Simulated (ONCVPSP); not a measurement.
## C: excitation energies, all-electron against ONCV

* Element: C (Z = 6)
* Generator: ONCVPSP 4.0.1
* Type: optimised norm-conserving Vanderbilt (ONCV)
* Functional: LDA (Perdew-Wang 92)
* Relativity: scalar-relativistic
* Frozen core: [He]
* Valence charge: 4
* Reference configuration: 2s1.5 2p2.5
* Partial waves: 2s: rc 1.20 bohr, ncon 3, nbas 8, qcut 4.3 1/bohr, local; 2p: rc 2.85 bohr, ncon 4, nbas 8, qcut 4 1/bohr, 2 projectors, debl 2.6 Ha
* Local potential: the s channel
* Core correction: Teter function, fcfact 4.75, rcfact 1.8

Energies are relative to the spin-unpolarised reference configuration 2s1.5 2p2.5; without spin polarisation the order of configurations can differ from experiment.

| valence configuration | charge | ΔE all-electron (eV) | error AE − PS (meV) |
| --- | --- | --- | --- |
| 2s2 2p0 | +2 | 31.127 | +1709 |
| 2s0 2p4 | 0 | 12.400 | -118 |

What are ΔE and the potential's error for 2s2 2p2?

ΔE = -4.116 eV all-electron; the error (AE − PS) is -15 meV.

What are ΔE and the potential's error for 2s2 2p1?

ΔE = 6.869 eV all-electron; the error (AE − PS) is +291 meV.

Levels in the configuration 2s2 2p1:

| level | all-electron (eV) | pseudo (eV) |
| --- | --- | --- |
| 2s | -25.604 | -25.163 |
| 2p | -17.120 | -16.434 |
